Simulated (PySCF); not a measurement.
Delta-SCF ions had no search for a lower state. Excitations are Tamm–Dancoff values on a coarser integration grid. The basis has no diffuse functions, so Rydberg states are missing or too high.

# CH$_{5}$BSi, SMILES `[H]/B=C\[SiH3]` (charge 0, multiplicity 1)

The numbers are results of r2SCAN-D4/def2-TZVP (PySCF 2.14.0), not measurements.

```yaml
HOMO: -6.20 eV
dipole_moment: 0.162 e·Å
HOMO–LUMO gap: 4.31 eV
LUMO: -1.89 eV
S1 excitation (TDA): 4.21 eV
S1 oscillator strength: 0.005
T1 excitation (TDA): 3.61 eV
S1–T1 gap (TDA): 0.61 eV
vertical ionisation energy (Delta-SCF): 9.15 eV
total_energy: -9669.54 eV
cost: about 3 core-minutes (a rough figure)
```

```xyz
8

B      1.5884     0.1290     0.0522
C      0.6131    -0.8264     0.0169
Si    -0.9561     0.1620    -0.0304
H      2.3380     1.0316     0.0798
H      0.5782    -1.9052     0.0109
H     -0.5886     1.6071    -0.0128
H     -1.8255    -0.1039     1.1467
H     -1.7474    -0.0943    -1.2633
```
